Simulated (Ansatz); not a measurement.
CH5ClInN, SMILES `[CH3][In]([NH2])[Cl]`, relaxed with RKS PBE0-D4/def2-TZVP in the Gaussian-basis code of Ansatz from a GFN2-xTB geometry. The force threshold is 0.005 eV/Å; the program also tests the step.

Charge 0, multiplicity 1. In takes the def2 core potential.

Start:

```xyz
9

C    -0.163   -1.740    0.379
In    0.434    0.393    0.159
N    -0.649    1.946   -0.651
Cl    2.338    1.159    1.216
H     0.628   -2.248    0.925
H    -1.094   -1.774    0.939
H    -0.301   -2.189   -0.601
H    -0.052    2.742   -0.859
H    -1.141    1.712   -1.507
```

Question: How much energy does the relaxation release, and in how many steps? (Estimate.)

Answer: Computed: 8.92 kJ/mol, in 9 steps.

Question: Which bonds change most? (Best estimate.)

Answer: Ansatz gave: C1–In2 from 2.226 to 2.127 Å; In2–N3 from 2.059 to 2.004 Å; In2–Cl4 from 2.309 to 2.352 Å; N3–H8 from 1.017 to 1.009 Å.

Question: Give the relaxed structure. (Estimate.)

Answer: The calculation gave: 
```xyz
9

C    -0.149   -1.707    0.383
In    0.364    0.344    0.144
N    -0.567    1.903   -0.703
Cl    2.308    1.127    1.210
H     0.639   -2.204    0.945
H    -1.092   -1.787    0.924
H    -0.261   -2.182   -0.592
H    -0.025    2.741   -0.852
H    -1.218    1.764   -1.460
```
